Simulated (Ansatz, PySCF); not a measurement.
C₅H₁₀O₂, triplet, at a GFN2-xTB geometry (a higher spin typed on purpose: for a closed-shell molecule this is an excited state), with bond 16-4 at 1.4 times its length. Base run: CASSCF(4,5)/STO-3G run with PySCF.

Input for PySCF:
```python
from pyscf import gto, scf, mcscf
import numpy

mol = gto.Mole()
mol.atom = '''
    C    -0.723353    0.176483    1.508366
    C    -0.605413    0.183706    0.000732
    C    -1.565765   -0.772340   -0.671376
    C    -0.648058    1.568675   -0.608406
    C     0.965297   -0.348028   -0.406001
    O     1.842970    0.557622    0.120741
    O     1.024797   -1.595360   -0.211657
    H    -0.049085    0.902175    1.958882
    H    -1.743976    0.432607    1.796599
    H    -0.503029   -0.814207    1.902180
    H    -2.584387   -0.401154   -0.554016
    H    -1.497070   -1.762888   -0.230851
    H    -1.349499   -0.853693   -1.733625
    H     0.111072    2.214747   -0.176015
    H    -0.495824    1.523590   -1.683834
    H    -2.022402    2.178390   -0.339454
    H     2.263149    0.205559    0.924409
'''
mol.basis = 'sto-3g'
mol.charge = 0
mol.spin = 2
mol.verbose = 4
mol.build()

mf = scf.ROHF(mol)
mf.kernel()
mc = mcscf.CASSCF(mf, 5, 4)
mc.fix_spin_(ss=2.0)
mc.kernel()
occ = numpy.linalg.eigvalsh(mc.fcisolver.make_rdm1(mc.ci, mc.ncas, mc.nelecas))[::-1]
ss = mc.fcisolver.spin_square(mc.ci, mc.ncas, mc.nelecas)[0]
print('natural occupations', occ.round(4), ' <S^2>', round(ss, 4))
```

Programs used: Ansatz (a quantum-chemistry and plane-wave program), PySCF; a row that names a program was run with it.

The base run was repeated with changes; each row names its change, and settings that it needs were set with it.

| change | ΔE vs base (mEh) | natural occupations | <S^2> of the state | outcome |
|---|---|---|---|---|
| base | 0.000 | 1.92 1.00 1.00 0.08 0.00 | 2.00 | converged |
| active space = 6 electrons, 8 orbitals | - | - | - | not converged |
| fix_spin_ = off | 0.000 | 1.92 1.00 1.00 0.08 0.00 | 2.00 | converged |
| active space = 4 electrons, 6 orbitals | -0.113 | 1.91 1.00 1.00 0.08 0.00 0.00 | 2.00 | converged |
| state_average = 2 states | 37.936 | - | - | converged |
| active space = 6 electrons, 6 orbitals | -22.033 | 1.97 1.91 1.00 1.00 0.09 0.03 | 2.00 | converged |
| code = ansatz; correction = SC-NEVPT2, all electrons | -290.5 | - | - | converged |
| correction = SC-NEVPT2 | -290.6 | 1.92 1.00 1.00 0.08 0.00 | 2.00 | converged |
| conv_tol = 1e-5 | 0.026 | 1.91 1.00 1.00 0.09 0.00 | 2.00 | converged |
| active space = 2 electrons, 4 orbitals | 40.078 | 1.00 1.00 0.00 0.00 | 2.00 | converged |
| orbitals = fixed (CASCI); correction = SC-NEVPT2 | -282.3 | 1.99 1.00 1.00 0.01 0.00 | 2.00 | converged |

Active orbitals are taken around the Fermi level unless the row says otherwise; CASSCF can end in different local minima, and two programs can end on different orbitals. State-averaged rows give the lowest state.

Open shells are given as the SCF converged; they aren't shown to be the lowest states, and a large step between rows can be another state.
